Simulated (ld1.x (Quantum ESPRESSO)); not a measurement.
## Configuration tests for Rb (RRKJ)

* Element: Rb (Z = 37)
* Generator: ld1.x (Quantum ESPRESSO) 7.5
* Type: norm-conserving RRKJ (Kleinman–Bylander form)
* Functional: LDA (PZ)
* Relativity: fully relativistic
* Frozen core: [Ar] 3d10
* Valence charge: 9
* Reference configuration: 4s2 4p6 4d0.5 5s0.5 5p0
* Partial waves: 4p (bound): rc 2.65 bohr; 4d (bound): rc 4.20 bohr; 4s (bound): rc 1.55 bohr
* Local potential: the s channel
* Core correction: none

Open shells are filled in proportion to 2j + 1 (rel_dist='average').

Occupied shells without a wave of their own: 5s. They enter only through the test configuration that unscreens the potential.

Energies are relative to the spin-unpolarised reference configuration 4s2 4p6 4d0.5 5s0.5 5p0; without spin polarisation the order of configurations can differ from experiment. The frozen-core shift is the all-electron ΔE with the core orbitals held at their reference shape minus the fully relaxed ΔE.

```csv
valence configuration,charge,ΔE all-electron (eV),error AE − PS (meV),frozen-core shift (meV)
4s2 4p6 4d0 5s1 5p0,0,-1.157,+12,0.0
4s2 4p6 4d0 5s0.5 5p0,+0.5,0.502,+0.7,0.0
4s2 4p6 4d1 5s0 5p0,0,1.159,-14,0.0
4s2 4p5 4d0 5s1 5p0,+1,20.092,+33,+4.3
4s1 4p6 4d0 5s1 5p0,+1,36.671,+29,+13
4s2 4p6 4d0 5s0 5p1,0,0.463,-16,-0.1
```

(1) What are ΔE and the potential's error for 4s2 4p6 4d0 5s0 5p0?

Levels in the configuration 4s2 4p6 4d0 5s0.5 5p0:

```tsv
level	all-electron (eV)	pseudo (eV)
4s j=1/2	-34.676	-34.655
4p j=1/2	-19.340	-19.322
4p j=3/2	-18.439	-18.422
5s j=1/2	-4.291	-4.320
```

Note: ghost states, extra bound levels that the all-electron valence spectrum of the same l lacks: d5/2 at -58.0 eV, p3/2 at -44.0 eV, d3/2 at -43.4 eV. A true bound ghost makes a file unfit for plane-wave use.

Answers

(1) ΔE = 3.120 eV all-electron; the error (AE − PS) is -19 meV.

A variational frozen-core shift is positive and of second order in the change. This column holds negative values, so the frozen-core run of ld1.x carries numerical noise or an error of first order here, and the column gives no more than the rough size of the effect.
